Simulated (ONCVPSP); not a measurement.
**Transferability test, ONCV potential for iron (Fe)**

* Element: Fe (Z = 26)
* Generator: ONCVPSP 4.0.1
* Type: optimised norm-conserving Vanderbilt (ONCV)
* Functional: PBE
* Relativity: scalar-relativistic
* Frozen core: [Ar]
* Valence charge: 8
* Reference configuration: 3d6 4s2
* Partial waves: 4s: rc 2.65 bohr, ncon 3, nbas 7, qcut 2.9 1/bohr, 1 projector; p scattering state at 0.18 Ha: rc 2.35 bohr, ncon 4, nbas 7, qcut 4.1 1/bohr, 2 projectors, debl 2.6 Ha; 3d: rc 1.60 bohr, ncon 4, nbas 8, qcut 9.9 1/bohr, local
* Local potential: the d channel
* Core correction: Teter function, fcfact 3.75, rcfact 1.2

In the p channel the program set the typed energies aside and used 0.050, 2.650 Ha.

Energies are relative to the spin-unpolarised reference configuration 3d6 4s2; without spin polarisation the order of configurations can differ from experiment.

| valence configuration | charge | ΔE all-electron (eV) | error AE − PS (meV) |
| --- | --- | --- | --- |
| 3d6 4s0 | +2 | 24.932 | +29 |
| 3d5 4s0 | +3 | 59.155 | -191 |

(1) What are ΔE and the potential's error for 3d6 4s1.5?

(2) What are ΔE and the potential's error for 3d6 4s1?

Note: ghosts flagged at negative energy: s at -146.3 eV; GHOST(+) flagged for p at 42.8 eV. A true bound ghost makes a file unfit for plane-wave use.

Results:

(1) ΔE = 3.484 eV all-electron; the error (AE − PS) is +0.6 meV.

(2) ΔE = 8.729 eV all-electron; the error (AE − PS) is +3.7 meV.
